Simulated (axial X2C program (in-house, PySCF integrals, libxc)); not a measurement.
Ω levels of PrI from open-shell CI on f3 s1 d(πδ)0

Computed with an in-house all-electron X2C program for linear molecules (integrals from PySCF): two-component X2C with atomic mean-field Coulomb and Gaunt terms, basis Pr dyall-v3z, I dyall-v3z (cores contracted in-house). Orbitals come from Hartree–Fock averaged over the configuration Pr f3 s1 d(πδ)0; CI then distributes these electrons over the f, s, d(πδ) shells of Pr.

R = 3.135 Å (near the minimum of the configuration average).

Active spinors (ω > 0):

```csv
shell,ω,ε (eV),character
f,5/2,8.49,100% Pr f
f,1/2,8.53,99% Pr f
f,3/2,8.54,100% Pr f
f,7/2,8.68,100% Pr f
f,1/2,8.73,99% Pr f
f,5/2,8.73,100% Pr f
f,3/2,8.74,99% Pr f
s,1/2,-2.55,"78% Pr s, 17% Pr p, 3% Pr d"
d(πδ),1/2,1.11,"50% Pr d, 48% Pr p"
d(πδ),3/2,1.20,"54% Pr d, 45% Pr p"
d(πδ),3/2,1.73,"95% Pr d, 4% Pr p"
d(πδ),5/2,1.79,99% Pr d
```

Lowest levels of this model:

```csv
Ω,energy (cm⁻¹),g∥,μ (D),configuration
4,0,4.67,-5.57,100% f3 s1
3,102,3.42,-5.54,100% f3 s1
2,177,2.14,-5.56,100% f3 s1
1,242,0.97,-5.56,100% f3 s1
0,271,0.00,-5.55,100% f3 s1
5,480,8.73,-5.56,100% f3 s1
4,584,7.05,-5.51,100% f3 s1
3,679,5.29,-5.50,100% f3 s1
2,747,3.59,-5.50,100% f3 s1
1,782,1.87,-5.50,100% f3 s1
0,792,0.00,-5.50,100% f3 s1
6,1548,12.69,-5.56,100% f3 s1
5,1636,10.54,-5.51,100% f3 s1
4,1723,8.49,-5.49,100% f3 s1
5,1786,8.58,-5.53,99% f3 s1
3,1792,6.36,-5.48,100% f3 s1
2,1839,4.23,-5.48,100% f3 s1
1,1865,2.11,-5.48,100% f3 s1
0,1874,0.00,-5.48,100% f3 s1
4,1922,6.81,-5.48,99% f3 s1
3,2035,5.13,-5.48,100% f3 s1
2,2097,3.47,-5.49,100% f3 s1
1,2122,1.76,-5.49,100% f3 s1
0,2127,0.00,-5.48,100% f3 s1
7,2799,16.42,-5.55,100% f3 s1
6,2885,14.12,-5.50,100% f3 s1
5,2963,11.79,-5.48,100% f3 s1
0,3162,0.00,-5.46,100% f3 s1
6,3395,12.37,-5.51,99% f3 s1
0,3777,0.00,-5.46,100% f3 s1
```

g∥ is the magnitude of 2⟨Lz + ge Sz⟩ for the +Ω component. μ is positive if the I end is positive.

**Question.** From Ω and g∥ of the lowest level, whose 2⟨Lz + ge Sz⟩ is positive, find ⟨Sz⟩ and ⟨Lz⟩ (ge = 2.0023).

**Answer.** Ω = ⟨Lz⟩ + ⟨Sz⟩ = 4 and ⟨Lz⟩ + ge⟨Sz⟩ = 2.335, so ⟨Sz⟩ = -1.66 and ⟨Lz⟩ = 5.66.

Occupations of the active spinors in the lowest level by ω, shell by shell in order of energy: -7/2: 0.00; -5/2: 0.00 0.00 0.00; -3/2: 0.01 0.00 0.00 0.00; -1/2: 0.13 0.02 0.92 0.00; 1/2: 0.67 0.17 0.07 0.00; 3/2: 0.76 0.18 0.00 0.00; 5/2: 0.88 0.11 0.00; 7/2: 0.06. The leading determinant has weight 0.51 among 657.

This point took 2.3 s on 1 thread of AMD EPYC 9R45 96-Core Processor (Zen 5) (shared host).

Dynamic correlation is missing, so gaps between terms are too wide and other configurations may lie lower; the lowest level listed is that of this model, not necessarily the ground state. At most 4 roots were kept for each Ω > 0 (twice that for Ω = 0) within 2.2 eV of the lowest, so higher up levels can be missing between those listed; levels with Ω > 0 are doubly degenerate and listed once, Ω = 0 levels singly. Some active spinors are only partly of the character that their shell is named for, so the shell names and counts are nominal. States that fill the shells left empty in the average are placed too high.
